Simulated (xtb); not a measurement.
xtb input:

```bash
xtb mol.xyz --gfn 2 --ohess tight --chrg 0 --uhf 0
```
mol.xyz:
```
17

C      2.72492127    -0.70862017     1.00544822
O      1.55422207     0.05796868     1.41767831
Si     0.04386593    -0.17044099     0.95357891
I     -0.10367167     0.20509895    -1.51336737
O     -0.46030180    -1.62689226     1.32524061
C     -1.72739790    -2.16347553     1.00709975
O     -0.88166667     0.98468915     1.63751872
C     -0.76069543     2.37285040     1.60825247
H      3.59291466    -0.30330614     1.45015268
H      2.56826197    -1.77925220     1.18702717
H      2.79544794    -0.56623015    -0.13715211
H     -1.95118990    -2.17680598    -0.11155100
H     -1.74498605    -3.16018813     1.36585288
H     -2.57580963    -1.62513327     1.52374605
H      0.16483251     2.72047261     1.93302403
H     -0.89811367     2.66805254     0.53193608
H     -1.57129293     2.83826908     2.19239373
```

What final total energy does it print?

-28.93246 Eh (GFN2-xTB).
